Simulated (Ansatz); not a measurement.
```yaml
crystal:
  periodic: [false, false, false]
  atoms:
    - {symbol: F, position_ang: [-1.567699, -1.712969, 0.359121]}
    - {symbol: Sn, position_ang: [0.222223, -1.052895, 0.167370]}
    - {symbol: C, position_ang: [-0.067927, 1.099479, -0.197549]}
    - {symbol: F, position_ang: [-0.773693, 1.337453, -1.309733]}
    - {symbol: F, position_ang: [1.123404, 1.711302, -0.346270]}
    - {symbol: F, position_ang: [-0.698796, 1.707668, 0.814167]}
    - {symbol: H, position_ang: [0.866551, -1.824019, -1.199689]}
    - {symbol: H, position_ang: [0.988138, -1.323219, 1.656984]}
basis:
  gaussian: {orbitals: def2-mTZVPP, fitting: {mean_field: cc-pVTZ-jkfit}, final_grid: {core_spheres: 5, valence_spheres: 4, degree: 11}}
total_charge: -1
magnetization: {spin_polarized: true, initial_magnetization: 1}
hamiltonian: {xc: {name: CCSD(T)}}
output: {forces: true}
```

```sh
$ ansatz run in.yaml --threads 2 --pin off --events-out ev --progress --plain --max-ram 22528MiB --backend cpu
```

It prints (some lines left out):

```
Error: YAML parse error: error: line 16 column 19: hamiltonian.xc: no functional is named "CCSD(T)"; the names, which are not case-sensitive, are SVWN5, SPW92, PBE, PBE0, PBEsol, revPBE, revPBE0, RPBE, rPW86-PBE, HSE06, wPBEh, LC-wPBE, HISS, HF, BLYP, B3LYP, B3LYP5, BHLYP, CAM-B3LYP, r2SCAN, r2SCANh, r2SCAN0, r2SCAN50, m-r2SCAN, B97, wB97, wB97X, wB97X-V, B97M-V, wB97M-V, B2PLYP, B2GP-PLYP, PBE0-DH, PBE-QIDH
14 | total_charge: -1
15 | magnetization: {spin_polarized: true, initial_magnetization: 1}
16 | hamiltonian: {xc: {name: CCSD(T)}}
17 | output: {forces: true}
```

In this input the method's name isn't one that the program takes here. The program refused the input.
